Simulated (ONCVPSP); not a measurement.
## Sc: excitation energies, all-electron against ONCV

ONCVPSP 4.0.1 input, shortened (lines: element, Z, core and valence counts, functional; n l f; lmax; l rc ep ncon nbas qcut; lloc lpopt rc5 dvloc0; l nproj debl; icmod fcfact rcfact), LDA (Perdew-Wang 92), fully relativistic:

```
  Sc 21.00    5    2  -001012      upf
    1    0    2.00
    2    0    2.00
    2    1    6.00
    3    0    2.00
    3    1    6.00
    3    2    1.00
    4    0    2.00
    3
    0    3.10    0.00    4    7    1.70
    1    2.90    0.37    3    6    2.50
    2    2.55    0.00    3    8    6.30
    3    3.20    0.31    4    8    3.00
    4    5    2.15    1.00
    0    1    1.10
    1    2    3.20
    2    1    0.60
    3    2    0.80
    0    0.00    0.00
```

Open shells are filled in proportion to 2j + 1.

In the p channel the program set the typed energies aside and used 0.050, 3.250 Ha (j = l + 1/2; the other j can differ).

Energies are relative to the spin-unpolarised reference configuration 3d1 4s2; without spin polarisation the order of configurations can differ from experiment.

```csv
valence configuration,charge,ΔE all-electron (eV),error AE − PS (meV)
3d1 4s1,+1,7.061,+22
3d1 4s0,+2,20.016,+141
```

Q: What are ΔE and the potential's error for 3d1 4s1.5?

A: ΔE = 2.821 eV all-electron; the error (AE − PS) is +4.2 meV.

Q: What are ΔE and the potential's error for 3d1.5 4s1.5?

A: ΔE = 0.646 eV all-electron; the error (AE − PS) is +45 meV.

Levels in the configuration 3d1 4s1.5:

| level | all-electron (eV) | pseudo (eV) |
| --- | --- | --- |
| 3d j=5/2 | -6.651 | -6.645 |
| 3d j=3/2 | -6.682 | -6.677 |
| 4s j=1/2 | -7.030 | -7.011 |

Note: no bound ghost flagged; GHOST(+) flagged for s at 8.6 eV.
